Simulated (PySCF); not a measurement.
## Radial density of C⁺ (carbon, charge +1)

UHF, [He] 2s1 2p1 3d1, one real determinant (an excited configuration). Computed with PySCF 2.14 in aug-cc-pVDZ (4s3p2d, 23 functions), with the non-relativistic Hamiltonian (point nucleus).

```csv
r (bohr),4πr²ρ (e/bohr),4πr²(ρα − ρβ)
0.00555,0.04521,0.0011
0.00933,0.1228,0.0031
0.0157,0.3209,0.0081
0.0264,0.8005,0.0204
0.0444,1.826,0.0466
0.0747,3.619,0.0921
0.126,5.636,0.1393
0.211,5.947,0.1395
0.355,3.408,0.1614
0.598,1.289,0.6515
1.01,1.513,1.4908
1.69,1.090,1.0895
2.85,0.4960,0.4960
4.79,0.09788,0.0979
8.05,2.603e-05,0.0000
```

⟨L²⟩ = 8.01 against 12 for a pure F term, so this real determinant mixes terms. The outer electron is Rydberg-like, and this basis confines it to a smaller radius and binds it less than a complete one would.
